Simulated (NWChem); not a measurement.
System: N2H3, doublet; SMILES [NH]N

Excerpt of the output:

```
             Northwest Computational Chemistry Package (NWChem) 7.3.0
             --------------------------------------------------------

                             Geometry "geometry" -> ""
                             -------------------------

 Output coordinates in angstroms (scale by  1.889725989 to convert to a.u.)

  No.       Tag          Charge          X              Y              Z
 ---- ---------------- ---------- -------------- -------------- --------------
    1 N                    7.0000    -0.11756400    -0.74941100     0.00438200
    2 N                    7.0000    -0.01415100     0.58286900    -0.06241400
    3 H                    1.0000     0.83671000    -1.10991000    -0.04432800
    4 H                    1.0000     0.83301100     1.05296200     0.22880900
    5 H                    1.0000    -0.86521300     1.07047600     0.16771500

 Effective nuclear repulsion energy (a.u.)      36.7286128386

                                 NWChem DFT Module
                                 -----------------

 Summary of "ao basis" -> "ao basis" (spherical)
 ------------------------------------------------------------------------------
       Tag                 Description            Shells   Functions and Types
 ---------------- ------------------------------  ------  ---------------------
 N                           6-31g*                  6       14   3s2p1d
 H                           6-31g*                  2        2   2s

 in cosmo_initialize ...

 solvent parameters
 solvname_short: unkn
 solvname_long:  unknown
 dielec:       25.0000

          ---------------
          -cosmo- solvent
          ---------------
 Cosmo: York-Karplus, doi: 10.1021/jp992097l
 dielectric constant -eps-     =  25.00
 screen = (eps-1)/(eps    )    =   0.96000
 surface charge correction     = lagrangian

   van der Waals surface
 --------------------------

 ---------- ATOMIC COORDINATES (A.U.) ------------ VDWR(ANG.) --
     1   -0.22216375   -1.41618144    0.00828078     1.830
     2   -0.02674151    1.10146270   -0.11794536     1.830
     3    1.58115263   -2.09742577   -0.08376777     1.300
     4    1.57416254    1.98980966    0.43238631     1.300
     5   -1.63501549    2.02290632    0.31693539     1.300
 number of segments per atom =         32
 number of   points per atom =         32
 atom (   nspa,  nppa )
 ----------------------
    1 (     23,     0 )       0
    2 (     20,     0 )       0
    3 (     16,     0 )       0
    4 (     16,     0 )       0
    5 (     16,     0 )       0
 number of -cosmo- surface points =       91
 molecular surface =     67.210 angstrom**2
 molecular volume  =     44.565 angstrom**3
 G(cav/disp)       =      1.196 kcal/mol
 -lineq- algorithm             =   0
 -bem- low  level              =   2
 -bem- from -octahedral-
 gaussian surface charge width =   4.50000
 degree of switching           =   1.00000
 switching function tolerance  =   0.00010
 atomic radii =
 --------------
    1  7.000  1.830
    2  7.000  1.830
    3  1.000  1.300
    4  1.000  1.300
    5  1.000  1.300
 ...... end of -cosmo- initialization ......

            General Information
            -------------------
          SCF calculation type: DFT
          Wavefunction type:  spin polarized.
          No. of atoms     :     5
          No. of electrons :    17
           Alpha electrons :     9
            Beta electrons :     8
          Charge           :     0
          Spin multiplicity:     2
          Use of symmetry is: off; symmetry adaption is: off
          Maximum number of iterations: 150
          AO basis - number of functions:    34
                     number of shells:    18
          Convergence on energy requested:  1.00D-06
          Convergence on density requested:  1.00D-05
          Convergence on gradient requested:  5.00D-04

              XC Information
              --------------
                         PBE0 Method XC Functional
                     Hartree-Fock (Exact) Exchange  0.250
          PerdewBurkeErnzerhof Exchange Functional  0.750
            Perdew 1991 LDA Correlation Functional  1.000 local
           PerdewBurkeErnz. Correlation Functional  1.000 non-local

             Grid Information
             ----------------
          Grid used for XC integration:  medium
          Radial quadrature: Mura-Knowles
          Angular quadrature: Lebedev.
          Tag              B.-S. Rad. Rad. Pts. Rad. Cut. Ang. Pts.
          ---              ---------- --------- --------- ---------
          N                   0.65       49           7.0       434
          H                   0.35       45           8.0       434
          Grid pruning is: on
          Number of quadrature shells:   233
          Spatial weights used:  Erf1

      Superposition of Atomic Density Guess
      -------------------------------------

 Sum of atomic energies:        -110.08217411

      Non-variational initial energy
      ------------------------------

 Total energy =    -110.877178
 1-e energy   =    -221.280284
 2-e energy   =      73.674494
 HOMO         =      -0.126839
 LUMO         =       0.136664

[...]

                                   COSMO solvation results
                                   -----------------------

                 gas phase energy =      -111.092390165948
                 sol phase energy =      -111.106306977526
 (electrostatic) solvation energy =         0.013916811578 (    8.73 kcal/mol)

                    DFT Final Alpha Molecular Orbital Analysis
                    ------------------------------------------

 Vector    7  Occ=1.000000D+00  E=-4.022631D-01
              MO Center= -4.7D-02,  1.6D-02, -7.3D-02, r^2= 1.1D+00
   Bfn.  Coefficient  Atom+Function         Bfn.  Coefficient  Atom+Function
  ----- ------------  ---------------      ----- ------------  ---------------
    19      0.447065  2 N  pz                 5      0.394843  1 N  pz
    23      0.307075  2 N  pz                 9      0.250142  1 N  pz
    20     -0.084147  2 N  s                 18     -0.066434  2 N  py
    16     -0.062363  2 N  s                 22     -0.058213  2 N  py
     4      0.054620  1 N  py                 3     -0.049593  1 N  px

 Vector    8  Occ=1.000000D+00  E=-3.041016D-01
              MO Center= -2.0D-01, -6.4D-01, -3.9D-03, r^2= 1.2D+00
   Bfn.  Coefficient  Atom+Function         Bfn.  Coefficient  Atom+Function
  ----- ------------  ---------------      ----- ------------  ---------------
     3      0.466339  1 N  px                 6     -0.381040  1 N  s
     7      0.341775  1 N  px                 4      0.183724  1 N  py
     2     -0.172997  1 N  s                 29      0.171766  3 H  s
     8      0.153071  1 N  py                17     -0.149571  2 N  px
    30      0.134594  3 H  s                 31     -0.132197  4 H  s

 Vector    9  Occ=1.000000D+00  E=-1.894149D-01
              MO Center= -5.8D-02, -1.6D-01, -6.5D-02, r^2= 1.4D+00
   Bfn.  Coefficient  Atom+Function         Bfn.  Coefficient  Atom+Function
  ----- ------------  ---------------      ----- ------------  ---------------
     5      0.517328  1 N  pz                 9      0.481626  1 N  pz
    19     -0.436965  2 N  pz                23     -0.425598  2 N  pz
    20      0.135865  2 N  s                 16      0.058411  2 N  s
    31     -0.058564  4 H  s                 32     -0.057787  4 H  s
    22      0.054813  2 N  py                18      0.047048  2 N  py

 Vector   10  Occ=0.000000D+00  E= 1.066143D-01
              MO Center=  4.7D-01,  6.3D-01,  1.9D-01, r^2= 3.3D+00
   Bfn.  Coefficient  Atom+Function         Bfn.  Coefficient  Atom+Function
  ----- ------------  ---------------      ----- ------------  ---------------
    20      1.314837  2 N  s                 32     -1.149698  4 H  s
    34     -0.802329  5 H  s                 30     -0.718066  3 H  s
     6      0.474657  1 N  s                 22      0.379429  2 N  py
     7      0.289912  1 N  px                23      0.260339  2 N  pz
     8     -0.217236  1 N  py                16      0.183559  2 N  s

 Vector   11  Occ=0.000000D+00  E= 1.453506D-01
              MO Center=  1.1D-01, -1.4D-01,  6.6D-02, r^2= 4.2D+00
   Bfn.  Coefficient  Atom+Function         Bfn.  Coefficient  Atom+Function
  ----- ------------  ---------------      ----- ------------  ---------------
    30      1.300476  3 H  s                 34     -1.157589  5 H  s
     6     -1.140513  1 N  s                 20      1.032490  2 N  s
     7     -0.494403  1 N  px                21     -0.427625  2 N  px
     3     -0.225217  1 N  px                17     -0.189387  2 N  px
     2     -0.126922  1 N  s                 23      0.123266  2 N  pz

 Vector   12  Occ=0.000000D+00  E= 1.924846D-01
              MO Center=  2.3D-01,  6.4D-01,  1.9D-01, r^2= 3.6D+00
   Bfn.  Coefficient  Atom+Function         Bfn.  Coefficient  Atom+Function
  ----- ------------  ---------------      ----- ------------  ---------------
    32      1.316265  4 H  s                 34     -1.209697  5 H  s
    21     -0.948087  2 N  px                 6      0.897339  1 N  s
    30     -0.814257  3 H  s                  7      0.530197  1 N  px
    20     -0.501824  2 N  s                 22      0.409695  2 N  py
    17     -0.363548  2 N  px                 8      0.243632  1 N  py

                     DFT Final Beta Molecular Orbital Analysis
                     -----------------------------------------

 Vector    6  Occ=1.000000D+00  E=-4.692694D-01
              MO Center= -2.6D-02, -1.4D-01,  3.1D-03, r^2= 1.6D+00
   Bfn.  Coefficient  Atom+Function         Bfn.  Coefficient  Atom+Function
  ----- ------------  ---------------      ----- ------------  ---------------
     4      0.357482  1 N  py                18     -0.351060  2 N  py
    17      0.218727  2 N  px                33     -0.205009  5 H  s
    29     -0.192407  3 H  s                 22     -0.183167  2 N  py
     6     -0.165626  1 N  s                  8      0.158569  1 N  py
    21      0.125978  2 N  px                30     -0.125592  3 H  s

 Vector    7  Occ=1.000000D+00  E=-3.319474D-01
              MO Center= -4.3D-02,  1.6D-01, -8.3D-02, r^2= 1.2D+00
   Bfn.  Coefficient  Atom+Function         Bfn.  Coefficient  Atom+Function
  ----- ------------  ---------------      ----- ------------  ---------------
    19      0.471509  2 N  pz                23      0.374678  2 N  pz
     5      0.293663  1 N  pz                 9      0.210393  1 N  pz
    20     -0.100015  2 N  s                  3     -0.086999  1 N  px
    16     -0.076600  2 N  s                  6      0.073922  1 N  s
     7     -0.058154  1 N  px                 2      0.057444  1 N  s

 Vector    8  Occ=1.000000D+00  E=-2.843612D-01
              MO Center= -2.2D-01, -6.4D-01, -1.7D-02, r^2= 1.2D+00
   Bfn.  Coefficient  Atom+Function         Bfn.  Coefficient  Atom+Function
  ----- ------------  ---------------      ----- ------------  ---------------
     3      0.448982  1 N  px                 6     -0.382682  1 N  s
     7      0.342960  1 N  px                 4      0.195078  1 N  py
     2     -0.174134  1 N  s                  8      0.169513  1 N  py
    29      0.160785  3 H  s                 17     -0.136788  2 N  px
    32     -0.132013  4 H  s                 30      0.126661  3 H  s

 Vector    9  Occ=0.000000D+00  E=-1.102064D-02
              MO Center= -6.8D-02, -3.1D-01, -4.2D-02, r^2= 1.4D+00
   Bfn.  Coefficient  Atom+Function         Bfn.  Coefficient  Atom+Function
  ----- ------------  ---------------      ----- ------------  ---------------
     9      0.583150  1 N  pz                 5      0.501319  1 N  pz
    23     -0.411289  2 N  pz                19     -0.352451  2 N  pz
    20      0.175506  2 N  s                 32     -0.105020  4 H  s
    22      0.083219  2 N  py                34     -0.067917  5 H  s
    31     -0.062283  4 H  s                  6      0.058378  1 N  s

 Vector   10  Occ=0.000000D+00  E= 1.122497D-01
              MO Center=  4.7D-01,  6.3D-01,  2.0D-01, r^2= 3.3D+00
   Bfn.  Coefficient  Atom+Function         Bfn.  Coefficient  Atom+Function
  ----- ------------  ---------------      ----- ------------  ---------------
    20      1.322178  2 N  s                 32     -1.159443  4 H  s
    34     -0.804074  5 H  s                 30     -0.716402  3 H  s
     6      0.484081  1 N  s                 22      0.386768  2 N  py
     7      0.289487  1 N  px                23      0.275074  2 N  pz
     8     -0.219362  1 N  py                16      0.178362  2 N  s

 Vector   11  Occ=0.000000D+00  E= 1.518572D-01
              MO Center=  2.7D-02, -2.8D-02,  8.1D-02, r^2= 4.2D+00
   Bfn.  Coefficient  Atom+Function         Bfn.  Coefficient  Atom+Function
  ----- ------------  ---------------      ----- ------------  ---------------
    30      1.267194  3 H  s                 34     -1.251741  5 H  s
     6     -1.072446  1 N  s                 20      0.979592  2 N  s
    21     -0.492481  2 N  px                 7     -0.465114  1 N  px
     3     -0.213479  1 N  px                17     -0.213297  2 N  px
    32      0.130549  4 H  s                 23      0.121979  2 N  pz

   alpha - beta orbital overlaps
   -----------------------------

   alpha      1      2      3      4      5      6      7      8      9     10
    beta      1      2      3      4      5      6      7      8      9     10
 overlap   1.000  1.000  0.999  0.998  1.000  0.997  0.985  0.994  0.989  0.999

   alpha     11     12     13     14     15     16     17     18     19     20
    beta     11     12     13     14     15     16     17     18     19     20
 overlap   0.997  0.997  0.999  0.888  0.796  0.845  0.935  0.840  0.879  0.997

   alpha     21     22     23     24     25     26     27     28     29     30
    beta     21     22     23     24     25     26     27     28     29     30
 overlap   0.997  0.999  0.999  0.999  0.999  0.998  0.998  0.998  0.998  0.996

   alpha     31     32     33     34
    beta     31     32     33     34
 overlap   0.993  0.992  0.996  0.999

     --------------------------
     Expectation value of S2:
     --------------------------
      <S2> =      0.7535 (Exact =     0.7500)

     Multipole analysis of the density
     ---------------------------------

     L   x y z        total         alpha         beta         nuclear
     -   - - -        -----         -----         ----         -------
     0   0 0 0     -0.000000     -9.000000     -8.000000     17.000000

[...]
```

Level: PBE0/6-31G* (spherical d), spin-unrestricted, COSMO on the gas-phase geometry. Structure relaxed at the PBE0-D3(BJ)/def2-TZVP, spin-unrestricted level. No stability test was run on the SCF state. COSMO prints the solvation energy as gas minus solution, so a positive value is a stabilisation.

Task: Write an input that gives this output.

Result: One answer among several that fit: the input that was run:
```
start job
memory heap 200 mb stack 900 mb global 1100 mb
geometry units angstroms noautosym nocenter noautoz
  N     -0.117564    -0.749411     0.004382
  N     -0.014151     0.582869    -0.062414
  H      0.836710    -1.109910    -0.044328
  H      0.833011     1.052962     0.228809
  H     -0.865213     1.070476     0.167715
end
basis spherical
  * library 6-31g*
end
dft
  odft
  mult 2
  xc pbe0
  iterations 150
end
cosmo
  dielec 25.0
end
task dft energy
```
